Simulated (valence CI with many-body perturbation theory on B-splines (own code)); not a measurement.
Au⁷⁴⁺ in brief

Level of theory: valence CI with perturbative core correlation (CI+MBPT): three valence electrons over a frozen Dirac-Fock core [He], a basis of 9 s, 9 p, 8 d, 6 f, 3 g, 1 h functions for each j, with the one-electron correlation potential Σ1, the two-electron term Σ2, the three-electron term Σ3, Breit, model QED; selected CI, second order for the rest, scaled by the run's own slope (own B-spline code, finite nucleus).

No measured spectrum was set against this ion. As an estimate, large intervals hold to a few tenths of a per cent, small ones and those within an open d or f shell to about a per cent.

Levels are named by their leading jj configuration (3d3/2^4 stands for four electrons in 3d with j = 3/2), which in mixed levels can hold well under half, so a name can repeat and another be missing.

Rates and lifetimes use the calculated energies. Strong lines usually hold to 10 to 20 %, long lifetimes can be off by a factor of two.

(1) What is the ground level?

(2) What is the ionisation energy?

(3) Name the longest-lived excited levels whose lifetime is computed, and their main decay.

(4) What are the static dipole polarisabilities of the lowest levels?

(5) How well does LS coupling describe the low levels?

(6) Where does the other parity begin?

(7) Among levels below 13865 eV, which E1 lines absorb most strongly from the ground level?

## Answers

(1) (2s^2 2p1/2) J=1/2, composition 100 % 2s²2p ²P°, g = 0.607.

(2) 21918 eV; NIST lists 21920 ± 90 eV (theoretical).

(3) (2s 2p1/2 2p3/2) J=5/2 at 2235 eV lives 94.8 ps, mostly by E1 to (2s^2 2p3/2) J=3/2; (2s 2p1/2^2) J=1/2 at 305 eV lives 32.8 ps, mostly by E1 to (2s^2 2p1/2) J=1/2; (2s^2 2p3/2) J=3/2 at 1977 eV lives 8.59 ps, mostly by E1 to (2s 2p1/2^2) J=1/2.

(4) (2s^2 2p1/2) J=1/2 0.000109 bohr³, of which the core gives 1.59e-07.

(5) Among the lowest 20 levels the leading LS term, summed over configurations, holds 76 % on average. For single configurations the figures are 75 % in LS and 99 % in jj coupling. Terms mix most in the J = 1/2 level at 305 eV, where the leading one holds 48 %.

(6) At (2s 2p1/2^2) J=1/2, 305 eV.

(7) to (2s^2 3d3/2) J=3/2 at 0.09426 nm, f = 0.543; to (2s 2p1/2 3p1/2) J=3/2 at 0.09743 nm, f = 0.194; to (2s 2p1/2 2p3/2) J=3/2 at 0.5350 nm, f = 0.194.
